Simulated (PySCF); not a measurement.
CH3Se, SMILES C[Se] (connectivity only; charge and spin as stated), charge -1, multiplicity 1.

The structure is a stationary point at ωB97X-D3(BJ)/def2-TZVPD. The multiplicity is an assumed one; other spin states were not compared. The isomer is the one that the SMILES or the coordinates give; other isomers of the formula were not compared.

Two levels are set side by side: PBE/def2-TZVPD (PySCF) and CAM-B3LYP/def2-TZVPD (PySCF). Same geometry, gas phase. Differences are taken from unrounded values.

```json
[
 {"quantity": "orbital gap (eV)", "CAM-B3LYP": "5.33"},
 {"quantity": "highest occupied level (eV)", "CAM-B3LYP": "-1.08"},
 {"quantity": "lowest empty level (eV)", "CAM-B3LYP": "4.25"},
 {"quantity": "mean polarisability (bohr³)", "CAM-B3LYP": "73.5"}
]
```

### Question
What does PBE give, and how far is it from CAM-B3LYP? (An estimate is asked for; the answer gives what the named calculation found.)

### Answer

```
quantity                      PBE  PBE minus CAM-B3LYP
---------------------------  ----  -------------------
orbital gap (eV)             2.33                -3.00
highest occupied level (eV)  1.08                 2.16
lowest empty level (eV)      3.41                -0.84
mean polarisability (bohr³)  82.9                  9.5
```

Without exact exchange PBE keeps part of each electron's self-repulsion, which lifts occupied levels and narrows the gap. PBE's more diffuse valence density responds more strongly to a field. Differences between two approximate levels are no errors against the true value.

Rough cost on one machine, each run with all the roots and properties that it gave: CAM-B3LYP against PBE within a factor of 2.
